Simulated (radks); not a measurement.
Question: Species: Hf4+. Configuration: [Xe] 4f14 (the NIST ground configuration). All-electron calculation, Dirac Kohn-Sham, BLYP, spin-unpolarised, spherical densities, finite nucleus; Fermi nuclear charge, rms radius 5.347 fm. Program: a radial shooting solver on a logarithmic mesh with Libxc functionals. Some entries of the table are withheld. Estimate them.

orbital  occ.  eigenvalue (hartree)  r(max) (bohr)
1s1/2       2             -2397.025        0.01190
2s1/2       2                   (1)        0.06826
2p1/2       2             -392.6572            (2)
2p3/2       4             -348.8449            (3)
3s1/2       2             -94.78262         0.1924
3p1/2       2             -86.65080         0.1804
3p3/2       4             -77.26210         0.1940
3d3/2       4             -63.46291         0.1523
3d5/2       6             -61.41478         0.1561
4s1/2       2             -20.28646         0.4378
4p1/2       2             -16.95230         0.4382
4p3/2       4             -14.80309         0.4673
4d3/2       4              -9.31614            (4)
4d5/2       6              -8.92267            (5)
5s1/2       2              -3.94945          1.014
5p1/2       2              -2.98986          1.093
5p3/2       4              -2.68915          1.176
4f5/2       6              -2.15340         0.4518
4f7/2       8              -2.08891         0.4570

Answer: 
(1) 2s1/2 eigenvalue (hartree): -410.9539
(2) 2p1/2 r(max) (bohr): 0.05091
(3) 2p3/2 r(max) (bohr): 0.05753
(4) 4d3/2 r(max) (bohr): 0.4659
(5) 4d5/2 r(max) (bohr): 0.4752
